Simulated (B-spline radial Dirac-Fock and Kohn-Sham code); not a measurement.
Auger parameter of ytterbium: the M5 level and its strongest M5-NN line

Model: Dirac-Fock ΔSCF + Breit + QED. Program: an atomic code on a B-spline grid. The modified Auger parameter α′ is the binding energy plus the kinetic energy of the Auger electron; it does not depend on the energy zero. For free ions it tends to fall with charge, since less charge screens the final holes.

```tsv
species	configuration	binding 3d5/2 (eV)	Auger line	kinetic (eV)	α′ (eV)
Yb	[Xe] 4f14 6s2	1527.2	N5N5 J=4	1127.8	2655.0
Yb	[Xe] 4f12 5d2 6s2	1547.5	N5N5 J=4	1112.8	2660.4
Yb	[Xe] 4f13 5d1 6s2	1537.0	N5N5 J=4	1120.3	2657.3
Yb⁺	[Xe] 4f14 6s1	1534.5	N5N5 J=4	1119.1	2653.6
Yb⁺ (Watson 2.4 Å)	[Xe] 4f14 6s1	1528.7	N5N5 J=4	1125.0	2653.7
Yb²⁺	[Xe] 4f14	1543.0	N5N5 J=4	1109.4	2652.4
Yb³⁺	[Xe] 4f13	1565.8	N5N5 J=4	1087.4	2653.2
Yb³⁺	[Xe] 4f11 6s2	1596.7	N5N5 J=4	1063.6	2660.3
Yb³⁺ (Watson 1.8 Å)	[Xe] 4f13	1541.8	N5N5 J=4	1111.4	2653.2
Yb³⁺ (Watson 2.4 Å)	[Xe] 4f13	1547.8	N5N5 J=4	1105.4	2653.2
Yb⁴⁺	[Xe] 4f12	1591.3	N5N5 J=4	1064.1	2655.4
Yb⁵⁺	[Kr] 4d10 4f12 5s2 5p5	1610.0	N5N5 J=4	1044.8	2654.8
Yb⁶⁺	[Kr] 4d10 4f12 5s2 5p4	1629.4	N5N5 J=4	1024.9	2654.3
Yb⁷⁺	[Kr] 4d10 4f12 5s2 5p3	1649.7	N5N5 J=4	1004.4	2654.1
Yb⁸⁺	[Kr] 4d10 4f12 5s2 5p2	1670.7	N5N5 J=4	983.4	2654.1
```

Values without a named source are computed, but for edge energies of neutral atoms, which are taken from tables.
